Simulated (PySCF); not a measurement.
CH₄MgS. Atoms are numbered in the order given.

```xyz
7

Mg    -0.2819     0.2954     1.5807
H     -0.9737     0.8493     3.0201
S      0.6242    -0.4358    -0.3955
C     -0.5490     0.2426    -1.6503
H     -0.9734    -0.5854    -2.2145
H      0.0028     0.8908    -2.3281
H     -1.3662     0.8168    -1.2154
```

Geometry optimised at B3LYP-D3(BJ)/def2-TZVP. The geometry has at least one imaginary mode, so it is a saddle point at that level.

Computed with IEF-PCM-ωB97X/def2-SVP (PySCF).

The values are the electrostatic part of the solvation free energy, E(continuum) − E(gas) at the gas-phase geometry, in a cavity of scaled van der Waals radii (PySCF's table); cavitation and dispersion terms are not included. A continuum can't describe solvent molecules that bind to the metal. In vacuum the orbital gap is 9.67 eV. The dipole moment in vacuum is 1.32 D.

Task: Estimate the values in water (ε = 78.36), cyclohexanone (ε = 15.62), toluene (ε = 2.37). (An estimate is asked for; the answer gives what the named calculation found.)

Result: 
```
solvent            ε  ΔG(elec) (kcal/mol)  dipole (D)  gap (eV)
-------------  -----  -------------------  ----------  --------
water          78.36                -14.5        1.80     10.45
cyclohexanone  15.62                -13.2        1.75     10.39
toluene         2.37                 -6.4        1.51     10.05
```
